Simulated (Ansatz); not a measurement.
def2 core potentials replace the inner electrons of Te.

Z-matrix (Å, degrees):
```
C
H 1 1.1001
H 1 1.1002 2 110.86
C 1 1.5248 2 113.28 3 125.44
F 4 1.3171 1 111.37 2 -77.09
F 4 1.3328 5 109.86 1 -123.22
F 4 1.3585 5 109.12 6 -117.60
Te 1 2.1642 2 106.35 3 -116.42
O 8 1.9510 1 90.21 2 21.92
H 9 0.9786 8 114.15 1 178.87
```
Charge +1, spin multiplicity 2.

Level of theory: frozen-core CCSD(T)/def2-TZVPP // B3LYP-D3(BJ)/def2-SVP (Ansatz, a program for electronic structure).

| Quantity | Result |
|---|---|
| HF energy | -717.57848 Ha |
| MP2 correlation energy | -1.74811 Ha |

Task: Estimate the CCSD correlation energy, the (T) correction, the total energy and the T1 diagnostic.

Result: 
- CCSD correlation energy = -1.73912 Ha
- (T) correction = -0.05785 Ha
- CCSD(T) total energy = -719.37545 Ha
- T1 diagnostic = 0.017
